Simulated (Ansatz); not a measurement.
O2Zr (SMILES [O]=[Zr]=[O]), singlet, at a GFN2-xTB geometry (such geometries of metal compounds can be far from the true shape) (all electrons, no relativity); CAM-B3LYP/3-21G (Ansatz, a program for electronic structure).

Ansatz was given this input:
Ansatz 0.2 input:
```yaml
crystal:
  periodic: [false, false, false]
  atoms:
    - {symbol: Zr, position_ang: [-0.14735518, -0.16294999, -0.21094306]}
    - {symbol: O, position_ang: [1.44787434, 0.60647650, -0.38052480]}
    - {symbol: O, position_ang: [-0.71109845, 0.20827346, 1.43524010]}
basis:
  gaussian:
    orbitals: 3-21G.json
    point_charges:
      - {charge: 1.0, position_ang: [-2.6479, 0.3964, -3.1599]}
hamiltonian:
  xc: cam_b3lyp
```
The basis file holds 3-21G in the JSON format of the Basis Set Exchange.

Output, abridged:

```
Functional definition: CAM-B3LYP
622 factors; integrals over basis functions are off by at most 1.7e-4 eV
176 factors; integrals over basis functions are off by at most 5.6e-5 eV
mean field evaluation 1: about -99958.1560 eV, gradient 9.3e1 eV
mean field evaluation 2: about -99676.2109 eV, gradient 3.2e2 eV
mean field evaluation 4: about -99975.9783 eV, gradient 3.6e0 eV
mean field evaluation 8: about -99976.0208 eV, gradient 7.8e-1 eV
mean field evaluation 16: about -99976.0222 eV, gradient 1.9e-4 eV
mean field -99976.02221634 eV, -3674.0510502689 hartree, gradient 8.1e-5 eV, S^2 0.000000; 0 other end points of the search recorded, 0 dependent functions left out
reference -99976.02233249 eV, -3674.0510545371 hartree; 28, 28 occupied and 29, 29 virtual orbitals, 622 factors
Total energy: -99976.02233249 eV, -3674.0510545371 hartree
```
